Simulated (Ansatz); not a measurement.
Ansatz (a program for electronic structure) input (HF/3-21G): The .json file is the Basis Set Exchange's 3-21G.

Ansatz 0.2 input:
```yaml
crystal:
  periodic: [false, false, false]
  atoms:
    - {symbol: N, position_ang: [1.35862268, -0.86331984, -0.80838080]}
    - {symbol: Si, position_ang: [1.20970771, 0.14118889, 0.67025362]}
    - {symbol: Si, position_ang: [-1.15395815, 0.59882059, 0.48120922]}
    - {symbol: N, position_ang: [-1.36458689, -0.40519073, -1.13176721]}
    - {symbol: H, position_ang: [1.90772735, -0.49240148, -1.57021730]}
    - {symbol: H, position_ang: [1.57580705, -1.84187028, -0.68688517]}
    - {symbol: H, position_ang: [1.50366880, -0.63960879, 1.88522072]}
    - {symbol: H, position_ang: [2.00049048, 1.38028983, 0.56304021]}
    - {symbol: H, position_ang: [-2.07887164, -0.04828786, 1.42959000]}
    - {symbol: H, position_ang: [-1.58482246, 1.96033877, 0.11478788]}
    - {symbol: H, position_ang: [-0.38612735, -0.76411884, -1.31243730]}
    - {symbol: H, position_ang: [-2.00364223, -1.18963836, -1.04127194]}
    - {symbol: H, position_ang: [-1.67297444, 0.15473820, -1.92127080]}
basis:
  gaussian:
    orbitals: 3-21G.json
hamiltonian:
  xc: {name: HF}
total_charge: 1
phonons: {temperatures: {t_min: 298.15, t_max: 298.15, t_step: 100}}
```

Output:

```
Functional definition: HF
integrals: 0.02 GiB planned
781 factors; integrals over basis functions are off by at most 2.5e-4 eV
mean field: 0.13 GiB planned
mean field evaluation 1: about -18722.0871 eV, gradient 4.1e1 eV
mean field evaluation 2: about -18722.0865 eV, gradient 4.1e1 eV
mean field evaluation 4: about -18725.5033 eV, gradient 2.2e0 eV
mean field evaluation 8: about -18725.5207 eV, gradient 3.9e-2 eV
mean field -18725.52070360 eV, -688.1501932437 hartree, gradient 3.1e-5 eV, S^2 0.000000; 0 other end points of the search recorded, 0 dependent functions left out
the calculation of the forces begins
reference -18725.52070360 eV, -688.1501932437 hartree; 25, 25 occupied and 37, 37 virtual orbitals, 781 factors
these checks for a lower state are left out or cut short: stability, starts, cluster_reference, orbital_swaps, neighbouring_geometries, increment
integrals: 0.02 GiB planned
781 factors; integrals over basis functions are off by at most 2.5e-4 eV
mean field: 0.13 GiB planned
mean field evaluation 16: about -18725.5205 eV, gradient 6.5e-5 eV
mean field -18725.52054307 eV, -688.1501873441 hartree, gradient 7.8e-7 eV, S^2 0.000000; 0 other end points of the search recorded, 0 dependent functions left out
the calculation of the forces begins
reference -18725.52054307 eV, -688.1501873441 hartree; 25, 25 occupied and 37, 37 virtual orbitals, 781 factors
these checks for a lower state are left out or cut short: stability, starts, cluster_reference, orbital_swaps, neighbouring_geometries, increment
integrals: 0.02 GiB planned
781 factors; integrals over basis functions are off by at most 2.5e-4 eV
mean field: 0.13 GiB planned
mean field -18725.52055985 eV, -688.1501879607 hartree, gradient 3.0e-6 eV, S^2 0.000000; 0 other end points of the search recorded, 0 dependent functions left out
the calculation of the forces begins
reference -18725.52055985 eV, -688.1501879607 hartree; 25, 25 occupied and 37, 37 virtual orbitals, 781 factors
these checks for a lower state are left out or cut short: stability, starts, cluster_reference, orbital_swaps, neighbouring_geometries, increment
integrals: 0.02 GiB planned
781 factors; integrals over basis functions are off by at most 2.5e-4 eV
mean field: 0.13 GiB planned
mean field evaluation 32: about -18725.5206 eV, gradient 6.5e-5 eV
mean field -18725.52055994 eV, -688.1501879640 hartree, gradient 3.0e-6 eV, S^2 0.000000; 0 other end points of the search recorded, 0 dependent functions left out
the calculation of the forces begins
reference -18725.52055994 eV, -688.1501879640 hartree; 25, 25 occupied and 37, 37 virtual orbitals, 781 factors
these checks for a lower state are left out or cut short: stability, starts, cluster_reference, orbital_swaps, neighbouring_geometries, increment
integrals: 0.02 GiB planned
781 factors; integrals over basis functions are off by at most 2.5e-4 eV
mean field: 0.13 GiB planned
mean field -18725.52055715 eV, -688.1501878614 hartree, gradient 7.8e-7 eV, S^2 0.000000; 0 other end points of the search recorded, 0 dependent functions left out
the calculation of the forces begins
reference -18725.52055715 eV, -688.1501878614 hartree; 25, 25 occupied and 37, 37 virtual orbitals, 781 factors
these checks for a lower state are left out or cut short: stability, starts, cluster_reference, orbital_swaps, neighbouring_geometries, increment
integrals: 0.02 GiB planned
781 factors; integrals over basis functions are off by at most 2.5e-4 eV
mean field: 0.13 GiB planned
mean field -18725.52059868 eV, -688.1501893876 hartree, gradient 3.0e-6 eV, S^2 0.000000; 0 other end points of the search recorded, 0 dependent functions left out
the calculation of the forces begins
reference -18725.52059868 eV, -688.1501893876 hartree; 25, 25 occupied and 37, 37 virtual orbitals, 781 factors
these checks for a lower state are left out or cut short: stability, starts, cluster_reference, orbital_swaps, neighbouring_geometries, increment
integrals: 0.02 GiB planned
781 factors; integrals over basis functions are off by at most 2.5e-4 eV
mean field: 0.13 GiB planned
mean field -18725.52058875 eV, -688.1501890227 hartree, gradient 3.0e-6 eV, S^2 0.000000; 0 other end points of the search recorded, 0 dependent functions left out
the calculation of the forces begins
reference -18725.52058875 eV, -688.1501890227 hartree; 25, 25 occupied and 37, 37 virtual orbitals, 781 factors
these checks for a lower state are left out or cut short: stability, starts, cluster_reference, orbital_swaps, neighbouring_geometries, increment
integrals: 0.02 GiB planned
781 factors; integrals over basis functions are off by at most 2.5e-4 eV
mean field: 0.13 GiB planned
mean field evaluation 64: about -18725.5206 eV, gradient 7.8e-7 eV
[...]
mean field: 0.13 GiB planned
mean field -18725.52067330 eV, -688.1501921301 hartree, gradient 7.8e-7 eV, S^2 0.000000; 0 other end points of the search recorded, 0 dependent functions left out
the calculation of the forces begins
reference -18725.52067330 eV, -688.1501921301 hartree; 25, 25 occupied and 37, 37 virtual orbitals, 781 factors
these checks for a lower state are left out or cut short: stability, starts, cluster_reference, orbital_swaps, neighbouring_geometries, increment
integrals: 0.02 GiB planned
781 factors; integrals over basis functions are off by at most 2.5e-4 eV
mean field: 0.13 GiB planned
mean field -18725.52067450 eV, -688.1501921741 hartree, gradient 3.0e-6 eV, S^2 0.000000; 0 other end points of the search recorded, 0 dependent functions left out
the calculation of the forces begins
reference -18725.52067450 eV, -688.1501921741 hartree; 25, 25 occupied and 37, 37 virtual orbitals, 781 factors
these checks for a lower state are left out or cut short: stability, starts, cluster_reference, orbital_swaps, neighbouring_geometries, increment
integrals: 0.02 GiB planned
781 factors; integrals over basis functions are off by at most 2.5e-4 eV
mean field: 0.13 GiB planned
mean field evaluation 256: about -18725.5207 eV, gradient 6.5e-5 eV
mean field -18725.52066702 eV, -688.1501918992 hartree, gradient 3.0e-6 eV, S^2 0.000000; 0 other end points of the search recorded, 0 dependent functions left out
the calculation of the forces begins
reference -18725.52066702 eV, -688.1501918992 hartree; 25, 25 occupied and 37, 37 virtual orbitals, 781 factors
these checks for a lower state are left out or cut short: stability, starts, cluster_reference, orbital_swaps, neighbouring_geometries, increment
integrals: 0.02 GiB planned
781 factors; integrals over basis functions are off by at most 2.5e-4 eV
mean field: 0.13 GiB planned
mean field -18725.52066405 eV, -688.1501917902 hartree, gradient 3.0e-6 eV, S^2 0.000000; 0 other end points of the search recorded, 0 dependent functions left out
the calculation of the forces begins
reference -18725.52066405 eV, -688.1501917902 hartree; 25, 25 occupied and 37, 37 virtual orbitals, 781 factors
these checks for a lower state are left out or cut short: stability, starts, cluster_reference, orbital_swaps, neighbouring_geometries, increment
integrals: 0.02 GiB planned
781 factors; integrals over basis functions are off by at most 2.5e-4 eV
mean field: 0.13 GiB planned
mean field -18725.52064620 eV, -688.1501911342 hartree, gradient 3.0e-6 eV, S^2 0.000000; 0 other end points of the search recorded, 0 dependent functions left out
the calculation of the forces begins
reference -18725.52064620 eV, -688.1501911342 hartree; 25, 25 occupied and 37, 37 virtual orbitals, 781 factors
these checks for a lower state are left out or cut short: stability, starts, cluster_reference, orbital_swaps, neighbouring_geometries, increment
integrals: 0.02 GiB planned
781 factors; integrals over basis functions are off by at most 2.5e-4 eV
mean field: 0.13 GiB planned
mean field -18725.52065406 eV, -688.1501914228 hartree, gradient 7.8e-7 eV, S^2 0.000000; 0 other end points of the search recorded, 0 dependent functions left out
the calculation of the forces begins
reference -18725.52065406 eV, -688.1501914228 hartree; 25, 25 occupied and 37, 37 virtual orbitals, 781 factors
these checks for a lower state are left out or cut short: stability, starts, cluster_reference, orbital_swaps, neighbouring_geometries, increment
integrals: 0.02 GiB planned
781 factors; integrals over basis functions are off by at most 2.5e-4 eV
mean field: 0.13 GiB planned
mean field evaluation 288: about -18725.5206 eV, gradient 3.0e-6 eV
mean field -18725.52063662 eV, -688.1501907818 hartree, gradient 3.0e-6 eV, S^2 0.000000; 0 other end points of the search recorded, 0 dependent functions left out
the calculation of the forces begins
reference -18725.52063662 eV, -688.1501907818 hartree; 25, 25 occupied and 37, 37 virtual orbitals, 781 factors
these checks for a lower state are left out or cut short: stability, starts, cluster_reference, orbital_swaps, neighbouring_geometries, increment
integrals: 0.02 GiB planned
781 factors; integrals over basis functions are off by at most 2.5e-4 eV
mean field: 0.13 GiB planned
mean field -18725.52063385 eV, -688.1501906801 hartree, gradient 3.0e-6 eV, S^2 0.000000; 0 other end points of the search recorded, 0 dependent functions left out
the calculation of the forces begins
reference -18725.52063385 eV, -688.1501906801 hartree; 25, 25 occupied and 37, 37 virtual orbitals, 781 factors
these checks for a lower state are left out or cut short: stability, starts, cluster_reference, orbital_swaps, neighbouring_geometries, increment
integrals: 0.02 GiB planned
781 factors; integrals over basis functions are off by at most 2.5e-4 eV
mean field: 0.13 GiB planned
mean field -18725.52061354 eV, -688.1501899338 hartree, gradient 3.0e-6 eV, S^2 0.000000; 0 other end points of the search recorded, 0 dependent functions left out
the calculation of the forces begins
reference -18725.52061354 eV, -688.1501899338 hartree; 25, 25 occupied and 37, 37 virtual orbitals, 781 factors
these checks for a lower state are left out or cut short: stability, starts, cluster_reference, orbital_swaps, neighbouring_geometries, increment
integrals: 0.02 GiB planned
781 factors; integrals over basis functions are off by at most 2.5e-4 eV
mean field: 0.13 GiB planned
mean field -18725.52060994 eV, -688.1501898015 hartree, gradient 3.0e-6 eV, S^2 0.000000; 0 other end points of the search recorded, 0 dependent functions left out
the calculation of the forces begins
reference -18725.52060994 eV, -688.1501898015 hartree; 25, 25 occupied and 37, 37 virtual orbitals, 781 factors
these checks for a lower state are left out or cut short: stability, starts, cluster_reference, orbital_swaps, neighbouring_geometries, increment
integrals: 0.02 GiB planned
781 factors; integrals over basis functions are off by at most 2.5e-4 eV
mean field: 0.13 GiB planned
mean field -18725.52068359 eV, -688.1501925081 hartree, gradient 2.3e-6 eV, S^2 0.000000; 0 other end points of the search recorded, 0 dependent functions left out
the calculation of the forces begins
reference -18725.52068359 eV, -688.1501925081 hartree; 25, 25 occupied and 37, 37 virtual orbitals, 781 factors
these checks for a lower state are left out or cut short: stability, starts, cluster_reference, orbital_swaps, neighbouring_geometries, increment
integrals: 0.02 GiB planned
781 factors; integrals over basis functions are off by at most 2.5e-4 eV
mean field: 0.13 GiB planned
mean field evaluation 320: about -18725.5207 eV, gradient 6.5e-5 eV
mean field -18725.52068472 eV, -688.1501925496 hartree, gradient 7.8e-7 eV, S^2 0.000000; 0 other end points of the search recorded, 0 dependent functions left out
the calculation of the forces begins
reference -18725.52068472 eV, -688.1501925496 hartree; 25, 25 occupied and 37, 37 virtual orbitals, 781 factors
Total energy: -18725.52070360 eV, -688.1501932437 hartree
Atom 0 at     1.358623    -0.863320    -0.808381 Å, force     0.001046    -0.001931    -0.002557 eV/Å
Atom 1 at     1.209708     0.141189     0.670254 Å, force    -0.000723     0.001138     0.001467 eV/Å
Atom 2 at    -1.153958     0.598821     0.481209 Å, force     0.000640     0.000477     0.000969 eV/Å
Atom 3 at    -1.364587    -0.405191    -1.131767 Å, force     0.001006    -0.001231    -0.001502 eV/Å
Atom 4 at     1.907727    -0.492401    -1.570217 Å, force    -0.000504    -0.000277     0.000979 eV/Å
Atom 5 at     1.575807    -1.841870    -0.686885 Å, force    -0.000160     0.001123     0.000063 eV/Å
Atom 6 at     1.503669    -0.639609     1.885221 Å, force    -0.000073    -0.000018     0.000031 eV/Å
Atom 7 at     2.000490     1.380290     0.563040 Å, force    -0.000054     0.000058    -0.000018 eV/Å
Atom 8 at    -2.078872    -0.048288     1.429590 Å, force     0.000182     0.000115    -0.000253 eV/Å
Atom 9 at    -1.584822     1.960339     0.114788 Å, force     0.000075    -0.000322     0.000033 eV/Å
Atom 10 at    -0.386127    -0.764119    -1.312437 Å, force    -0.002254     0.000711     0.000238 eV/Å
Atom 11 at    -2.003642    -1.189638    -1.041272 Å, force     0.000594     0.000826    -0.000215 eV/Å
Atom 12 at    -1.672974     0.154738    -1.921271 Å, force     0.000226    -0.000669     0.000764 eV/Å
Dipole moment:    -0.370998    -0.284596    -0.574184 e Å
Vibrations: 22.48 260.12 282.13 327.76 372.22 387.96 524.04 544.52 650.31 679.66 740.20 773.30 820.19 868.48 958.63 971.10 986.59 1010.28 1059.54 1146.03 1668.07 1791.37 1823.47 1909.79 2337.38 2345.05 2354.47 2363.32 2888.52 3593.03 3643.50 3652.72 3727.36 cm⁻¹, zero-point energy 2.943607 eV
```

The blocks after the first are displaced geometries, from whose forces the wavenumbers follow.

The dipole moment of an ion depends on the origin.
